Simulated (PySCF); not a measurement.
Ge(AsH2)(F)3 (AsF3GeH2), SMILES [F][Ge]([F])([F])[AsH2].

Geometry: B3LYP-D3(BJ)/def2-SVP. The structure was generated by enumeration, and PubChem lists no compound with its InChIKey, so it may never have been made.

Calculation: r2SCAN/def2-TZVP in PySCF.

Symmetry labels are those of the subgroup Cs that the program uses (full group Cs).

Computed valence orbital energies around the gap with their symmetry:
```csv
orbital,symmetry,energy (eV)
HOMO−7,A",-10.59
HOMO−6,A',-10.57
HOMO−5,A",-10.54
HOMO−4,A',-10.20
HOMO−3,A",-10.14
HOMO−2,A",-9.98
HOMO−1,A',-9.24
HOMO,A',-8.16
LUMO,A',-2.26
LUMO+1,A",-1.26
LUMO+2,A',-0.64
LUMO+3,A",0.23
```
